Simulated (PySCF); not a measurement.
A calculated (B3LYP, PySCF 2.14, def2-TZVPPD, the non-relativistic Hamiltonian (point nucleus)) atom or ion has these occupied shells.

```
shell  electrons  orbital energy (eV)  rms radius, mean of both spins (bohr)
 1s α          1              -431.69                                  0.266
 1s β          1              -431.34                                  0.266
 2s β          1              -49.135                                   1.30
 2p α          2              -39.927                                   1.26
```

Problem. Name the element and its charge.

Solution. N(2+) (nitrogen, charge +2), in [He] 2s1 2p2, 2s spin antiparallel (an excited configuration).
